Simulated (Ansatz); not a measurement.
Basis-set extrapolation for `FB1OP[SiH2]1` (PBE0-D4/def2-TZVP geometry, frozen core, Ansatz 0.2.0). Multiplicity 1, RHF reference.

```
                      def2-TZVPP   def2-QZVPP
                 HF  -830.605218  -830.633048
    MP2 correlation    -0.836471    -0.906676
CCSD(T) correlation    -0.908325      not run
```

Energies in hartree. Use E(X) = E(∞) + A·exp(−7.88·√X) for Hartree–Fock and E(X) = E(∞) + B·X^(−2.97) for correlation, with X = 3 and 4, and add CCSD(T) minus MP2 of the smaller set to the MP2 limit.

What is the CCSD(T) energy at the basis-set limit?

HF limit: -830.633048 + (-0.027830) × 0.13774 = -830.63688. MP2 limit: -0.906676 + (-0.070205) × 0.74074 = -0.95868. Higher-order term: -0.908325 − (-0.836471) = -0.07185. Total: -831.66741 hartree, 404.0 kJ/mol below CCSD(T)/def2-TZVPP.
